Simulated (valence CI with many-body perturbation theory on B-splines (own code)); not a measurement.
Valence orbitals of Ge16+

Calculated by configuration interaction combined with many-body perturbation theory (CI+MBPT): six valence electrons over a frozen Dirac-Fock core [Ne], radial functions for each j: 9 s, 9 p, 8 d, 6 f, 3 g, 1 h, with the one-electron correlation potential Σ1, the two-electron term Σ2, the three-electron term Σ3, Breit, model QED; selected CI, second order for the rest, scaled by the run's own slope (own B-spline code, finite nucleus).

No measured levels were compared; by estimate levels of excited configurations hold to 0.05 to 0.15 % of their energy, terms of the ground configuration to about 0.5 %. Among the levels kept, up to 1400 cm⁻¹ of a level comes from second order outside the variational space, and about a tenth of that is noise between levels of different J, which matters for small intervals.

These are the spectroscopic orbitals of the CI (the correlating ones are not listed), shaped by the core and the other valence electrons. h is the expectation value of the core's Dirac-Fock operator, without the valence repulsion; Σ1 is computed up to l = 3 at one energy for each symmetry, that of its lowest orbital but kept below the first core excitation, so for empty shells it is not the orbital's own correlation shift; Breit and QED include the response of the core.

```tsv
Orbital	h (hartree)	Σ1 (cm⁻¹)	Breit (cm⁻¹)	QED (cm⁻¹)	⟨r⟩ (bohr)
3s1/2	-32.234	-5280	1919	1306	0.5438
4s1/2	-17.064	-1543	663	460	1.068
5s1/2	-10.523	-661	299	209	1.776
6s1/2	-7.1379	-349	162	114	2.657
3p1/2	-30.455	-6222	3036	-93.0	0.5346
4p1/2	-16.316	-1832	1069	-31.9	1.082
5p1/2	-10.15	-802	496	-14.7	1.811
6p1/2	-6.9256	-429	273	-8.0	2.712
3p3/2	-30.179	-6027	1885	18.2	0.5405
4p3/2	-16.207	-1791	656	7.2	1.090
5p3/2	-10.096	-787	309	3.5	1.821
6p3/2	-6.8955	-422	169	1.9	2.724
3d3/2	-27.795	-7028	1155	-58.0	0.4916
4d3/2	-15.246	-1792	390	-19.1	1.084
5d3/2	-9.631	-786	186	-9.0	1.843
3d5/2	-27.744	-6885	482	-29.3	0.4931
4d5/2	-15.225	-1755	162	-8.8	1.086
5d5/2	-9.6201	-770	77.7	-4.0	1.846
4f5/2	-14.691	-970	15.5	-3.2	0.9970
5f5/2	-9.3545	-505	11.1	-1.8	1.780
4f7/2	-14.684	-963	0.8	0.4	0.9977
5f7/2	-9.3505	-501	0.6	0.0	1.781
5g7/2	-9.2146		0.1	-0.5	1.605
5g9/2	-9.2126		0.0	0.4	1.605
```

Among the shells of the start configuration 3s2 3p4, Σ1 is largest in size for 3p1/2, where it is 0.093 % of h.

Lowest root of each symmetry, sizes in configuration state functions:

```json
{"J": "0", "Parity": "even", "Roots": "3", "Reference": "19", "Variational": "56243", "Second order": "619916", "Change by selected CI (cm⁻¹)": "-23195", "Change by second order (cm⁻¹)": "-38"}
{"J": "1", "Parity": "even", "Roots": "2", "Reference": "32", "Variational": "54557", "Second order": "2048995", "Change by selected CI (cm⁻¹)": "-23108", "Change by second order (cm⁻¹)": "-208"}
{"J": "2", "Parity": "even", "Roots": "3", "Reference": "47", "Variational": "53303", "Second order": "2865437", "Change by selected CI (cm⁻¹)": "-23185", "Change by second order (cm⁻¹)": "-268"}
{"J": "0", "Parity": "odd", "Roots": "5", "Reference": "32", "Variational": "59985", "Second order": "1105744", "Change by selected CI (cm⁻¹)": "-18352", "Change by second order (cm⁻¹)": "-55"}
{"J": "1", "Parity": "odd", "Roots": "10", "Reference": "84", "Variational": "59960", "Second order": "3228119", "Change by selected CI (cm⁻¹)": "-18228", "Change by second order (cm⁻¹)": "-402"}
{"J": "2", "Parity": "odd", "Roots": "10", "Reference": "106", "Variational": "59165", "Second order": "5383879", "Change by selected CI (cm⁻¹)": "-17372", "Change by second order (cm⁻¹)": "-986"}
{"J": "3", "Parity": "odd", "Roots": "9", "Reference": "98", "Variational": "56950", "Second order": "6106591", "Change by selected CI (cm⁻¹)": "-21561", "Change by second order (cm⁻¹)": "-1140"}
{"J": "4", "Parity": "odd", "Roots": "5", "Reference": "69", "Variational": "55041", "Second order": "6156781", "Change by selected CI (cm⁻¹)": "-21570", "Change by second order (cm⁻¹)": "-989"}
{"J": "5", "Parity": "odd", "Roots": "1", "Reference": "38", "Variational": "59949", "Second order": "3441733", "Change by selected CI (cm⁻¹)": "-27512", "Change by second order (cm⁻¹)": "-631"}
```
